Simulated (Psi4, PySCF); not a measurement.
Input for PySCF:
```python
from pyscf import gto, scf

mol = gto.M(
    atom='''
C    -1.45006822   -1.07167082   -0.63158736
C    -0.25920185   -0.56808578   -0.50436756
C     0.13180099    0.47529935    0.45030056
C     1.36582743    0.95156397    0.53475037
H    -2.41592108   -0.96137587   -0.19544851
H     0.55153888   -0.91673113   -1.13669287
H    -0.65429776    0.84357236    1.09483111
H     2.15903411    0.59378581   -0.10123445
H     1.62949575    1.71810851    1.24396860
''',
    basis='6-31g*',
    spin=1,
    verbose=4,
)

mf = scf.UHF(mol)
mf.kernel()
```

Give the equivalent Psi4 input.

This is not unique; one that fits is 
```
memory 2 GB

molecule {
0 2
C    -1.45006822   -1.07167082   -0.63158736
C    -0.25920185   -0.56808578   -0.50436756
C     0.13180099    0.47529935    0.45030056
C     1.36582743    0.95156397    0.53475037
H    -2.41592108   -0.96137587   -0.19544851
H     0.55153888   -0.91673113   -1.13669287
H    -0.65429776    0.84357236    1.09483111
H     2.15903411    0.59378581   -0.10123445
H     1.62949575    1.71810851    1.24396860
}

set {
  basis 6-31g*
  reference uhf
  scf_type pk
  puream true
  d_convergence 1e-8
}

energy('scf')
print_variables()
```

Both were run: PySCF gave -154.279787 Eh and Psi4 -154.279787 Eh, 0.000 mEh apart.
